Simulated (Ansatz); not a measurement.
Level of theory: frozen-core CCSD(T)/def2-TZVPP in Ansatz (an electronic-structure program).

Ansatz 0.2 input:
```yaml
crystal:
  periodic: [false, false, false]
  atoms:
    - { symbol: Br, position_ang: [0.0, 0.0, 0.0] }
basis:
  gaussian: { orbitals: def2-TZVPP }
correlation:
  method: ccsd_t
magnetization:
  spin_polarized: true
  initial_magnetization: 1
```

Output:

```
Functional definition: HF
322 factors; integrals over basis functions are off by at most 1.5e-4 eV
mean field evaluation 1: about -69998.3244 eV, gradient 5.1e0 eV
mean field evaluation 2: about -69998.3248 eV, gradient 5.1e0 eV
mean field evaluation 4: about -69998.5147 eV, gradient 5.6e-1 eV
mean field evaluation 8: about -69998.5183 eV, gradient 4.0e-3 eV
mean field evaluation 16: about -69998.5159 eV, gradient 6.3e-1 eV
mean field evaluation 32: about -69998.5183 eV, gradient 1.0e-2 eV
mean field evaluation 64: about -69998.5183 eV, gradient 8.5e-4 eV
mean field -69998.51830854 eV, -2572.3981011392 hartree, gradient 3.4e-6 eV, S^2 0.758689; 4 other end points of the search recorded, 0 dependent functions left out
9 core orbitals not correlated
reference -69998.51830854 eV, -2572.3981011392 hartree; 9, 8 occupied and 30, 31 virtual orbitals, 322 factors
second order -6.67253346 eV of doubles, -0.00000000 eV of singles
cycle   1  -6.81871178 eV  change   -1.5e-1 eV  update   4.2e-2
cycle   2  -6.98423599 eV  change   -1.7e-1 eV  update   1.2e-2
cycle   3  -6.98596738 eV  change   -1.7e-3 eV  update   3.5e-3
cycle   4  -6.98657330 eV  change   -6.1e-4 eV  update   8.6e-4
cycle   5  -6.98658059 eV  change   -7.3e-6 eV  update   1.7e-4
cycle   6  -6.98652439 eV  change    5.6e-5 eV  update   5.2e-5
cycle   7  -6.98654530 eV  change   -2.1e-5 eV  update   1.5e-5
perturbative correction -0.18485369 eV, -0.0067932480 hartree
Total energy: -70005.68970753 eV, -2572.6616451911 hartree
```

Cost: roughly 4 core-seconds.
